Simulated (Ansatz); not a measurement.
`[NH2][GaH][CH2]Cl` + H₂ → `[CH3][GaH][NH2]` + HCl  (hydrogenolysis of a C–Cl bond)

Program: Ansatz. Geometries: PBE0-D4/def2-TZVP. ΔE: electronic, gas phase. CBS: MP2 limit from def2 TZ/QZ plus the TZ coupled-cluster correction, frozen cores. This one scheme is used for every species. Functionals use def2-TZVPP. B3LYP here is the variant with VWN-RPA as its local correlation; programs differ in this. HSE06 is defined as in plane-wave codes. For Ga outer-core shells are correlated without core-valence functions, which leaves a few kJ/mol of doubt a bond. Scalar relativity is left out up to krypton. One conformer a species, not always the lowest.

`[NH2][GaH][CH2]Cl`:

Cartesian coordinates in Å:
```
N 1.761 -0.453 0.001
Ga 0.361 0.695 -0.058
C -1.439 -0.111 -0.222
Cl -2.144 0.026 1.430
H 2.710 -0.169 0.178
H 1.671 -1.455 -0.021
H 0.628 2.225 0.066
H -1.433 -1.170 -0.477
H -2.114 0.413 -0.896
```

H₂:

```xyz
2

H    -0.315    0.056   -0.191
H     0.315   -0.056    0.191
```

`[CH3][GaH][NH2]`:

Z-matrix (Å, degrees):
```
C
Ga 1 1.962
H 1 1.093 2 110.5
H 1 1.093 2 110.4 3 118.4
H 1 1.091 2 111.7 3 -120.8
N 2 1.819 1 118.1 3 121.0
H 2 1.566 1 126.4 3 -59.0
H 6 1.006 2 124.0 1 -180.0
H 6 1.006 2 124.3 1 -0.0
```

HCl:

Z-matrix (Å, degrees):
```
Cl
H 1 1.279
```

Task: Is it downhill or uphill in electronic energy at CCSD(T)/CBS, and by how much? (Estimate.)

Result: Computed: Downhill: ΔE = -94.4 kJ/mol.

Task: What do these levels give: LDA (SPW92), B3LYP-D4, HSE06-D4, HSE06, LC-ωPBE, CCSD(T)/def2-SVP? (Estimate.)

Result: Computed: LDA (SPW92) -95.0, B3LYP-D4 -92.1, HSE06-D4 -94.6, HSE06 -98.4, LC-ωPBE -102.6, CCSD(T)/def2-SVP -103.3 kJ/mol.

Largest T1 diagnostic among the species: 0.013.

The D4 term adds +7.5 kJ/mol with B3LYP and +4.0 kJ/mol with PBE0; it sums over pairs of atoms, weighted by their polarisabilities, and B3LYP, whose exchange is more repulsive, gets the larger term. Leaving LDA and LC-ωPBE aside and taking each functional with its dispersion term where it has one, the values, not all of them listed here, spread over 18.0 kJ/mol, from B97M-V to revPBE-D4. From r2SCAN to r2SCAN0 (25 % exact exchange), in def2-TZVPP and without D4, ΔE moves by −4.7 kJ/mol.
